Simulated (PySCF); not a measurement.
Sn(Me)(Vi)(OMe)2, C5H12O2Sn, SMILES C=[CH][Sn]([CH3])([O]C)[O]C (GFN2-xTB optimised geometry):

```
20

C     -0.783    -3.239     2.410
C     -1.276    -2.403     1.520
Sn    -0.085    -1.336     0.000
C      2.120    -1.336     0.000
O     -0.805    -1.896    -1.832
C     -0.909    -3.209    -2.297
O     -0.507     0.625     0.000
C     -1.570     1.257    -0.664
H     -1.420    -3.733     3.132
H      0.267    -3.474     2.473
H     -2.336    -2.184     1.483
H      2.502    -2.313     0.275
H      2.440    -1.075    -1.004
H      2.458    -0.585     0.704
H     -1.436    -3.161    -3.252
H     -1.479    -3.851    -1.619
H      0.071    -3.664    -2.463
H     -2.502     1.170    -0.101
H     -1.302     2.313    -0.741
H     -1.723     0.860    -1.668
```

Level of theory: B3LYP/def2-SVP, def2 effective core potentials past Kr in PySCF.

Question: What are the frontier orbital energies and the dipole moment?

Answer: HOMO-2 -7.11 eV, HOMO-1 -6.72 eV, HOMO -6.66 eV, LUMO -0.75 eV, LUMO+1 -0.53 eV; dipole moment 2.73 D.

On the same geometry PBE/def2-SVP, def2 effective core potentials past Kr run with PySCF gives HOMO-2 -5.90 eV, HOMO-1 -5.39 eV, HOMO -5.36 eV, LUMO -1.50 eV, LUMO+1 -1.21 eV; dipole moment 2.54 D.
